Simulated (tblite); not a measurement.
Species: C6H11O (doublet state).
Structure used (GFN2-xTB), in Å, numbered top down from 1:
```xyz
18
C6H11O angstrom
C     -1.9301    1.5129    0.5365
C     -1.1297    0.4236    0.2979
C     -1.6708   -0.7145   -0.5267
C      0.1565    0.3598    0.8154
C      1.1313   -0.7392    0.5952
C      2.2152   -0.3151   -0.4211
O      1.6836   -0.0668   -1.6966
H     -2.9305    1.5720    0.1487
H     -1.5833    2.3431    1.1259
H     -1.0160   -0.9349   -1.3674
H     -1.7573   -1.6135    0.0823
H     -2.6562   -0.4683   -0.9128
H      0.5136    1.2026    1.3913
H      1.6405   -0.9794    1.5324
H      0.6409   -1.6371    0.2209
H      2.9391   -1.1221   -0.5532
H      2.7433    0.5726   -0.0426
H      1.0012    0.6106   -1.6103
```

Computed with GFN2-xTB (tblite): harmonic, unscaled wavenumbers at the GFN2-xTB geometry, gas phase. Errors from tens to a few hundred cm⁻¹ against measured bands are possible. One conformer, not necessarily the lowest. Open shells enter through the occupations alone, without spin polarisation, and single modes of such species can be off by tens of per cent.

Harmonic wavenumbers (cm⁻¹): 49.5, 80.7, 141.4, 160.8, 249.2, 310.8, 391.3, 422.1, 463.6, 486.1, 505.6, 539.4, 727.8, 762.9, 841.8, 891.8, 916.4, 961.3, 1005.1, 1037.5, 1046.3, 1075.2, 1126.1, 1166.3, 1183.6, 1268.1, 1306.9, 1314.6, 1342.6, 1374.1, 1408.9, 1445.5, 1468.8, 1479.2, 1488.3, 1490.9, 1504.1, 2869.7, 2952.5, 2981.5, 3012.0, 3014.8, 3029.2, 3051.4, 3065.6, 3115.5, 3149.8, 3512.7.

A = 4438, B = 1534, C = 1440 MHz; mass 99.081 u (most abundant isotopes); point group C1, symmetry number 1; spin multiplicity 2.

**Question.** What is the zero-point energy?

**Answer.** ½Σν̃ = 33595 cm⁻¹ = 401.88 kJ/mol.

**Question.** Give the ideal-gas entropy at 298.15 K and 1 bar in the rigid-rotor, harmonic-oscillator model (classical rotation).

**Answer.** Translation 166.17, rotation 116.67, vibration 98.04, spin (R ln 2) 5.76: S = 386.7 J/(mol K).

**Question.** And Cp and H(298.15 K) − H(0)?

**Answer.** Cp = 141.60 J/(mol K), of which vibrations give 108.34 (their classical limit is 48 R = 399.1); H(298.15 K) − H(0) = 25.62 kJ/mol without the zero-point energy, 15.70 from vibrations.

**Question.** How do the functions run with temperature in this model?

**Answer.** 
| T (K) | S (J/(mol K)) | Cp (J/(mol K)) | H − H(0) (kJ/mol) | G − H(0) (kJ/mol) | ln q(vib) |
| --- | --- | --- | --- | --- | --- |
| 50 | 239.5 | 50.4 | 2.01 | -9.97 | 0.41 |
| 100 | 280.0 | 68.2 | 4.98 | -23.02 | 1.34 |
| 373.15 | 421.6 | 170.5 | 37.33 | -119.98 | 7.06 |
| 500 | 477.7 | 213.8 | 61.80 | -177.05 | 9.81 |
| 750 | 577.0 | 275.4 | 123.53 | -309.21 | 15.18 |
| 1000 | 662.2 | 316.4 | 197.82 | -464.37 | 20.30 |

q(vib) and H(0) count from the zero-point level.

**Question.** What must be added to the electronic energy to get the Gibbs energy at 298.15 K and 1 bar?

**Answer.** ZPE + [H(298.15 K) − H(0)] − T·S = 401.88 + 25.62 − 115.28 = 312.22 kJ/mol.

Hindered rotation and anharmonicity are outside this model. Other conformers, if any are populated, would add a mixing term that is left out. The structure is chiral; the term R ln 2 for an equal mix with its mirror image is left out.
